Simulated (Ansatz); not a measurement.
Two isomers of C3H8OSi: A = `C=CO[SiH2]C`, B = `C[SiH]1CCO1`.

Isolated molecules relaxed with PBE0-D4/def2-TZVP in Ansatz; ΔE leaves out vibrations. CCSD(T)/CBS adds triple-zeta CCSD(T) − MP2 to the extrapolated MP2 energy (def2 sets, frozen cores). DFT in def2-TZVPP. B3LYP here is the variant with VWN-RPA as its local correlation; programs differ in this. Each species was taken in one conformer, which may not be the lowest.

A:

```xyz
13

C     0.377   -0.123   -1.996
C    -0.808    0.301   -1.572
O    -1.341    0.129   -0.346
Si   -0.612   -0.565    0.979
C     0.772    0.491    1.631
H     0.678    0.080   -3.014
H     1.061   -0.683   -1.369
H    -1.479    0.849   -2.227
H    -0.113   -1.921    0.623
H    -1.710   -0.681    1.968
H     0.404    1.482    1.907
H     1.205    0.028    2.523
H     1.566    0.614    0.893
```

B:

Z-matrix (Å, degrees):
```
Si
C 1 1.876
C 1 2.272 2 42.4
C 1 1.857 2 120.1 3 115.3
O 1 1.671 2 81.9 3 1.5
H 1 1.492 2 116.4 3 -110.2
H 2 1.090 1 116.8 3 -113.1
H 2 1.089 1 117.8 3 113.7
H 3 1.093 1 123.6 2 -96.2
H 3 1.093 1 126.9 2 94.9
H 4 1.092 1 111.4 2 -40.5
H 4 1.094 1 110.4 2 -160.8
H 4 1.094 1 110.5 2 80.3
```

Which is lower in electronic energy at CCSD(T)/CBS, and by how much? (An estimate is asked.)

Ansatz gave: B, by 6.0 kcal/mol.

Give E(B) − E(A) in kcal/mol with B2PLYP, MP2/def2-TZVPP, B3LYP, ωB97M-V, r2SCAN-D4, CCSD(T)/def2-TZVPP, HF/def2-TZVPP. (Best estimate.)

Ansatz gave: B2PLYP -4.4, MP2/def2-TZVPP -8.0, B3LYP -2.8, ωB97M-V -7.1, r2SCAN-D4 -6.3, CCSD(T)/def2-TZVPP -6.0, HF/def2-TZVPP -1.2. None reverses the order clearly.

Largest T1 diagnostic: 0.012.

From PBE to PBE0 (25 % exact exchange), in def2-TZVPP and without D4, E(B) − E(A) moves by −1.8 kcal/mol. In def2-TZVPP, CCSD(T) changes the Hartree–Fock value by −4.8 kcal/mol (the triples alone add +0.1 kcal/mol) and MP2 by −6.7 kcal/mol.
